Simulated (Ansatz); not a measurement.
Input for Ansatz (an electronic-structure program): R-B3LYP/def2-TZVPPD on C2H7NO2 (a complex), monomers drawn apart or pushed together. Files ending in .json are basis or fitting sets from the Basis Set Exchange.

Ansatz 0.2 input:
```yaml
crystal:
  periodic: [false, false, false]
  atoms:
    - {symbol: C, position_ang: [-0.28242667, 0.21700349, 0.09658969]}
    - {symbol: N, position_ang: [0.80152730, -0.51392106, 0.77009952]}
    - {symbol: H, position_ang: [0.03996410, 1.24075050, -0.09343873]}
    - {symbol: H, position_ang: [-1.14173288, 0.24601657, 0.76498396]}
    - {symbol: H, position_ang: [-0.59079913, -0.23331086, -0.85141625]}
    - {symbol: H, position_ang: [1.62335655, -0.58019736, 0.18075694]}
    - {symbol: H, position_ang: [0.50019348, -1.45764737, 0.98961552]}
    - {symbol: O, position_ang: [-0.96248956, -0.80560864, 3.15893093]}
    - {symbol: C, position_ang: [-0.16233735, -0.06753796, 3.68452202]}
    - {symbol: O, position_ang: [0.91071723, 0.44847513, 3.11259318]}
    - {symbol: H, position_ang: [-0.24888200, 0.26274910, 4.73060038]}
    - {symbol: H, position_ang: [0.96592338, 0.11305908, 2.14856457]}
basis:
  gaussian:
    orbitals: def2-TZVPPD.json
hamiltonian:
  xc: {name: B3LYP}
scf: {lower_state_search: off}
```

The head of its log:

```
WARN ansatz: RAYON_NUM_THREADS=1 ignored (pool sized by the plan → 1); use --threads N
Functional definition: B3LYP
these checks for a lower state are left out or cut short: stability, starts, cluster_reference, orbital_swaps, neighbouring_geometries, increment
integrals: 0.24 GiB planned
1308 factors; their error is unknown
mean field: 1.55 GiB planned
mean field evaluation 1: about -7764.6050 eV, gradient 8.1e1 eV
mean field evaluation 2: about -7748.8658 eV, gradient 1.2e2 eV
```

Question: Give the final energy of this run.

Answer: -285.7731 hartree.
